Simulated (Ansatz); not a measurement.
The same path of CH5FGeO2 (10 atoms, charge 0, multiplicity 1) was run twice with different band settings. The coordinate that changes most is the dihedral C2–O4–Ge5–H9.

Theory: RKS r2SCAN/def2-SVP (Ansatz).

Relaxed end points:

```xyz
10
Properties=species:S:1:pos:R:3
O 0.576 0.197 1.393
C 0.795 -0.800 0.458
F -0.112 -1.827 0.722
O 0.614 -0.306 -0.778
Ge -0.778 0.836 -1.063
H 0.511 -0.213 2.268
H 1.801 -1.259 0.536
H -2.015 0.344 -0.307
H -0.359 2.248 -0.647
H -0.950 0.729 -2.579
```

```xyz
10
Properties=species:S:1:pos:R:3
O 1.458 0.423 0.155
C 0.816 -0.755 0.496
F 0.390 -0.631 1.819
O -0.227 -0.955 -0.327
Ge -1.266 0.474 -0.777
H 2.069 0.656 0.870
H 1.485 -1.638 0.475
H -2.551 -0.218 -1.234
H -1.492 1.359 0.452
H -0.599 1.235 -1.925
```

Common settings: movable images 5; climbing image yes; spring 5.0 eV/Å²; start path IDPP; force threshold 0.05 eV/Å; iteration limit 60; end points relaxed.

| run | optimiser | largest step |
| --- | --- | --- |
| 1 | quadratic models (default) | default |
| 2 | lbfgs | 0.5 Å |

Problem. What does each run give, and how far can it be trusted?

Solution. Run 1: converged after 7 iterations, highest image 0.043 eV above the first end. A vibrational analysis at the climbing image gives one clearly imaginary mode, 77i cm⁻¹: a first-order saddle point.
Run 2: converged after 34 iterations, highest image 0.042 eV above the first end. Another band between the same ends (5 images) ends at a top of the same energy, where a vibrational analysis finds 1 clearly imaginary mode.
